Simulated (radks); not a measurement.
Problem. The mean radii <r> (bohr) of the occupied orbitals of an atom or ion are listed with their occupations. Method: Dirac Kohn-Sham, PBE, spin-unpolarised, spherical densities, point nucleus; computed with a radial shooting solver on a logarithmic mesh with Libxc functionals.

orbital  occ.      <r>
1s1/2       2  0.02409
2s1/2       2   0.1026
2p1/2       2  0.08605
2p3/2       4  0.09236
3s1/2       2   0.2720
3p1/2       2   0.2617
3p3/2       4   0.2740
3d3/2       4   0.2452
3d5/2       6   0.2491
4s1/2       2   0.6225
4p1/2       2   0.6404
4p3/2       4   0.6682
4d3/2       4   0.7218
4d5/2       6   0.7319
5s1/2       2    1.509
5p1/2       2    1.704
5p3/2       4    1.792
6s1/2       1    4.084
4f5/2       3    1.169

Name the element and its charge. Open shells, if any, fill j = l - 1/2 first.

Solution. Z = 59, praseodymium, charge +1: Pr+ in [Xe] 4f3 6s1. The 1s radius gives Z: for a bare nucleus <r> = (2 gamma + 1)/(2Z) with gamma = sqrt(1 - (Z/c)^2), 0.02377 bohr for Z = 59, and screening makes it slightly larger (0.02409 here). The occupations add up to 58, and the charge is Z minus that.
